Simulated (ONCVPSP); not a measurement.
**What one change does to a pseudopotential (I, ONCV)**

* Element: I
* Generator: ONCVPSP 4.0.1
* Type: optimised norm-conserving Vanderbilt (ONCV)
* Functional: BLYP
* Relativity: scalar-relativistic
* Frozen core: [Kr]
* Valence charge: 17
* Reference configuration: 4d10 5s2 5p5
* Partial waves: 5s: rc 1.45 bohr, ncon 5, nbas 9, qcut 4 1/bohr, 2 projectors, debl 0.5 Ha; 5p: rc 2.05 bohr, ncon 5, nbas 8, qcut 4.6 1/bohr, 2 projectors, debl 2.9 Ha; 4d: rc 1.05 bohr, ncon 4, nbas 9, qcut 11.9 1/bohr, 2 projectors, debl 0.9 Ha
* Local potential: polynomial inside 0.95 bohr (lpopt 5, dvloc0 4 Ha)
* Core correction: none

In the s channel the program set the typed energies aside and used -0.635, 0.250 Ha. In the d channel the program set the typed energies aside and used -1.840, 0.250 Ha.

Change: s: rc 2.04.

Cutoffs: the cutoffs (Ha) at which the residual kinetic energy of the hardest occupied pseudo-wave falls to 1 and 0.1 mHa per electron; they do not see the model core or the augmentation charge, which bear on the density cutoff. Errors are all-electron minus pseudo energies relative to the spin-unpolarised reference configuration.

Problem. How do hardness, ghosts and transferability respond?

Solution. The potential gets softer (103 Ha and 116 Ha → 56 Ha and 64 Ha); both files keep a bound ghost (s); the errors of the 3 common tests hardly move. A larger radius leaves more room for a smooth pseudo-wave, so fewer plane waves are needed.

```csv
quantity,base,changed
"cutoff, loose",103 Ha,56 Ha
"cutoff, tight",116 Ha,64 Ha
loose cutoff by channel,"s 103 Ha, p 8.6 Ha, d 56 Ha","s 9.8 Ha, p 8.6 Ha, d 56 Ha"
bound ghosts,s,s
GHOST(+) flags under 300 eV,p at 12.6 eV,p at 12.6 eV
tests with a reliable result,3 of 4,3 of 4
"error for 4d10 5s2 5p4, meV [ΔE 10.96 eV]",-1.2,-1.2
"error for 4d10 5s2 5p3, meV [ΔE 30.65 eV]",+2.6,+2.9
"error for 4d9 5s2 5p5, meV [ΔE 58.02 eV]",-321,-310
p: phases at 2.08 bohr within 0.05 rad from the reference energy up to (Ha; the scan ends near 5),0.4,0.4
d: phases at 1.07 bohr within 0.05 rad from the reference energy up to (Ha; the scan ends near 5),to the end of the scan,to the end of the scan
```

 A true bound ghost makes a file unfit for plane-wave use even where its test errors are small: the radial tests pick states by their node count and pass the ghost by.
